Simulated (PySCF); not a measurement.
**Mayer bond orders and bond lengths**

Compound: C₆H₁₄FNSi.
Numbering: `[F:1][CH2:2][CH2:3][CH2:4][C@@H:5]1[CH2:6][CH2:7][NH:8][SiH2:9]1` (hydrogens: H10, H11 on C2; H12, H13 on C3; H14, H15 on C4; H16 on C5; H17, H18 on C6; H19, H20 on C7; H21 on N8; H22, H23 on Si9)

Structure used (GFN2-xTB), in Å, numbered top down from 1:
```xyz
23
C6H14FNSi angstrom
F      4.3207    1.0007    0.1012
C      3.3937   -0.0157    0.0654
C      1.9919    0.5473   -0.1111
C      0.9498   -0.5706   -0.1332
C     -0.4630   -0.0698   -0.4073
C     -0.9934    0.8649    0.6837
C     -2.5163    0.8900    0.5871
N     -2.9317   -0.4811    0.3621
Si    -1.7920   -1.4392   -0.4842
H      3.4915   -0.5613    1.0100
H      3.6764   -0.6659   -0.7692
H      1.9522    1.1111   -1.0458
H      1.7888    1.2386    0.7085
H      1.2233   -1.2918   -0.9081
H      0.9668   -1.0967    0.8242
H     -0.4500    0.4772   -1.3554
H     -0.5896    1.8750    0.6003
H     -0.7149    0.4605    1.6588
H     -2.9646    1.2694    1.5114
H     -2.8340    1.5455   -0.2362
H     -3.9258   -0.6304    0.3805
H     -1.4681   -2.6359    0.2960
H     -2.1166   -1.7949   -1.8713
```

Bond orders from the PBE0/pcSseg-1 density (PySCF). Geometry: GFN2-xTB, one conformer, isolated molecule.

Task: How far do the computed orders between heavy atoms stray from the drawn ones?

Result: The largest departure is 0.129, at Si9–C5 (drawn single, 0.871). Drawn single, order below 0.88: Si9–C5 (0.871).

Task: Set the Mayer orders of the bonds between heavy atoms beside their lengths.

Result: 
```
  bond  drawn as  length (Å)  Mayer order
 F1–C2    single       1.376        0.884
 C2–C3    single       1.521        1.054
 C3–C4    single       1.528        1.014
 C4–C5    single       1.524        1.037
 C5–C6    single       1.531        0.997
 C6–C7    single       1.526        1.049
 C7–N8    single       1.450        0.964
N8–Si9    single       1.713        1.033
Si9–C5    single       1.910        0.871
```

Bonds between the same two heavy elements. C–C: lowest C5–C6 (0.997, 1.531 Å), highest C2–C3 (1.054, 1.521 Å).

Task: And the bonds to hydrogen?

Result: C–H: 0.93 to 0.95 (11 bonds); H–N: 0.93 (1 bond); H–Si: 0.90 to 0.91 (2 bonds).

Task: Sum the orders of all bonds at each heavy atom with more than one neighbour and set the sums beside the valence in the SMILES.

Result: C2 3.843 (drawn 4), C3 3.950 (drawn 4), C4 3.940 (drawn 4), C5 3.835 (drawn 4), C6 3.937 (drawn 4), C7 3.912 (drawn 4), N8 2.929 (drawn 3), Si9 3.713 (drawn 4). Orders between atoms that aren't bonded are not in these sums.

Mayer orders depend on the basis set.
